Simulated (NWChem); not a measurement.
Species: BNH$_{3}$, doublet; SMILES B[NH]

Program: NWChem. Spin-unrestricted. In the optimisation the excess spin sits in a' (Cs, its own frame). Coordinates come from a PBE0/def2-SVP, spin-unrestricted optimisation. No stability test was run on the SCF state. Level PBE/def2-SVPD: single points from the atomic guess with DIIS by default; each run changes one setting, and all converged runs end within 0.3 mHa of each other. cgmin counts macro-iterations, each dearer than a DIIS step.

Q: Which setting needs the most SCF iterations, or fails (level shift of 0.5 Ha throughout; quadratically convergent solver (cgmin); DIIS on 20 Fock matrices; defaults; core-Hamiltonian guess)?

A: core-Hamiltonian guess, with 21 against 8 for the defaults.
| setting | SCF iterations |
|---|---|
| defaults | 8 |
| level shift of 0.5 Ha throughout | 15 |
| DIIS on 20 Fock matrices | 8 |
| quadratically convergent solver (cgmin) | 6 |
| core-Hamiltonian guess | 21 |
